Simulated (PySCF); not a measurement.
# Two-component Hartree-Fock for Cd⁴⁶⁺ (cadmium, charge +46)

Start: 1s2. Calculated with PySCF 2.14 in an uncontracted even-tempered set (15 s from 100 bohr⁻², ratio 2.4; 10 p from 130 bohr⁻², ratio 2.4; 3 d from 410 bohr⁻², ratio 2.6; 3 f from 610 bohr⁻², ratio 2.6): generalised Hartree-Fock with the X2C-1e Hamiltonian and a Gaussian nucleus; one run each with spin-orbit coupling (SO) switched off, then screened by Boettger's factors.

```
spinor shell  electrons  ε, spin-free (eV)  ε, screened SO (eV)  weight of nominal j (screened SO)  rms radius, screened SO (bohr)
       1s1/2          2           -31500.4             -31500.4                              1.000                          0.0346
```

| quantity | spin-free | screened SO |
| --- | --- | --- |
| E (hartree) | -2347.17329 | -2347.17329 |
| M_J | 0 | 0 |
| ⟨J²⟩ | 0.000 | 0.000 |
| ⟨L²⟩ | 0.000 | 0.000 |
| ⟨S²⟩ | 0.000 | 0.000 |

Breit and QED terms are absent; they matter most for the inner s and p1/2 levels.

Densities and radii are taken from the X2C orbitals without a picture-change correction, which distorts them close to the nucleus.

Without spin-orbit coupling the j labels of p, d and f shells carry no meaning; the spin-free column gives the mean over the occupied spinors of each nl shell.
